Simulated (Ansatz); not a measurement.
`FC[SiH2][SeH]`, relaxed with RKS PBE-D4/def2-SVP in the Gaussian-basis code of Ansatz from a rough embedded geometry. The force threshold is 0.03 eV/Å; the program also tests the step.

Total charge 0; spin multiplicity 1.

Start:

```xyz
9

F     1.418   -0.869    1.051
C     0.121   -0.641    0.965
Si   -0.108    0.830   -0.148
Se    0.626    0.364   -2.224
H    -0.301   -0.434    1.953
H    -0.395   -1.539    0.541
H     0.520    1.999    0.425
H    -1.618    1.094   -0.251
H    -0.264   -0.803   -2.312
```

```
step  energy (eV)  largest force (eV/Å)  largest move (Å)
   1  -77031.2987                 3.026             0.000
   2  -77031.5043                 0.920             0.150
   3  -77031.5528                 0.380             0.145
   4  -77031.5598                 0.195             0.026
   5  -77031.5612                 0.028             0.019
```

End:

```xyz
9

F     1.471   -0.926    1.139
C     0.114   -0.664    1.012
Si   -0.181    0.813   -0.171
Se    0.657    0.421   -2.272
H    -0.319   -0.434    2.015
H    -0.410   -1.574    0.634
H     0.569    2.020    0.310
H    -1.662    1.092   -0.188
H    -0.238   -0.748   -2.479
```

Hardware: 4 threads of an Arm Neoverse V1 on a shared host. Wall time 6.5 s, peak host memory 0.15 GiB.
